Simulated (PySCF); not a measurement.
2-fluorocyclopent-2-en-1-one (C₅H₅FO), SMILES O=C1CCC=C1F.

The structure is a stationary point at PBE0-D3(BJ)/def2-SVP. One conformer was computed; it need not be the lowest.

These are PBE/def2-TZVP (PySCF) values and carry that method's errors.

Gas-phase values at a fixed geometry.

```json
{
  "total_energy": "-368.31127 hartree",
  "point_group": "Cs",
  "highest_occupied_level": "-5.78 eV",
  "lowest_empty_level": "-2.51 eV",
  "orbital_gap": "3.28 eV",
  "dipole_moment": "4.17 D",
  "quadrupole, principal values (traceless, Buckingham form, about the centre of nuclear charge)": "-4.93, 2.12, 2.81 D·Å",
  "mean_static_polarisability": "60.4 bohr³ (8.96 Å³)",
  "polarisability_principal_values": "41.2, 62.4, 77.8 bohr³"
}
```
